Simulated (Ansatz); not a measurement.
Program: Ansatz. Geometries: PBE0-D4/def2-TZVP. ΔE: electronic, gas phase. CCSD(T)/CBS is the MP2 limit (def2-TZVPP, def2-QZVPP) plus CCSD(T) − MP2 in def2-TZVPP, frozen cores. This one scheme is used for every species. DFT in def2-TZVPP. B3LYP here is the variant with VWN-RPA as its local correlation; programs differ in this. Each species was taken in one conformer, which may not be the lowest.

`NB([SiH3])CF` + H–F → `NB(F)[SiH3]` + `CF`  (ligand exchange at a B–C bond)

```
             level  ΔE (kcal/mol)  difference from CCSD(T)/CBS
            PBE-D4          -27.8                          0.4
         r2SCAN-D4          -30.1                         -1.9
           PBE0-D4          -28.3                         -0.1
          B3LYP-D4          -30.4                         -2.2
           ωB97X-V          -30.0                         -1.8
           ωB97M-V          -29.7                         -1.5
            B2PLYP          -31.3                         -3.1
               PBE          -29.0                         -0.8
            r2SCAN          -30.5                         -2.3
              PBE0          -29.4                         -1.2
             B3LYP          -32.3                         -4.1
     HF/def2-TZVPP          -36.3                         -8.1
    MP2/def2-TZVPP          -28.8                         -0.6
SCS-MP2/def2-TZVPP          -30.3                         -2.1
   CCSD/def2-TZVPP          -30.0                         -1.8
CCSD(T)/def2-TZVPP          -29.2                         -1.0
     HF/def2-QZVPP          -36.4                         -8.2
    MP2/def2-QZVPP          -28.3                         -0.1
SCS-MP2/def2-QZVPP          -29.8                         -1.6
      HF/CBS(def2)          -36.4                         -8.2
     MP2/CBS(def2)          -27.8                          0.4
    CCSD/CBS(def2)          -29.0                         -0.8
       CCSD(T)/CBS          -28.2                            0
```

Largest T1 diagnostic among the species: 0.013.

The D4 term adds +1.9 kcal/mol with B3LYP and +1.1 kcal/mol with PBE0; it sums over pairs of atoms, weighted by their polarisabilities, and B3LYP, whose exchange is more repulsive, gets the larger term. In def2-TZVPP, CCSD(T) changes the Hartree–Fock value by +7.1 kcal/mol (the triples alone add +0.8 kcal/mol) and MP2 by +7.5 kcal/mol.
